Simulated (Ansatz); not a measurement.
Sn₂Pt. Charge 0, multiplicity 3. Geometry r2SCAN-D4/def2-TZVP; atoms count from 1.

Cartesian coordinates in Å:
```
Pt -0.049 -0.953 -0.987
Sn 1.039 1.177 -0.234
Sn -0.990 -0.224 1.221
```

In the def2 sets Pt, Sn take a core potential; there is no spin–orbit coupling. The structure comes from a short search, and lower isomers may exist.

**Question.** Estimate the Mulliken populations from the PBE0/def2-TZVP orbitals of Ansatz.

**Answer.** 
```tsv
atom	charge (e)	spin (α − β)	d electrons
Pt1	-0.05	0.30	9.03
Sn2	0.02	0.85	–
Sn3	0.02	0.85	–
```
Mulliken values depend strongly on the basis.

**Question.** Where does the spin sit?

**Answer.** Summed by element: Pt 0.30, Sn 1.70, of 2 unpaired in all. Largest on single atoms: Sn2 0.85, Sn3 0.85, Pt1 0.30.

**Question.** And the Mayer bond orders between heavy atoms (over 0.3)?

**Answer.** Pt1–Sn2 1.22 (2.51 Å); Pt1–Sn3 1.22 (2.51 Å); Sn2–Sn3 1.23 (2.86 Å).
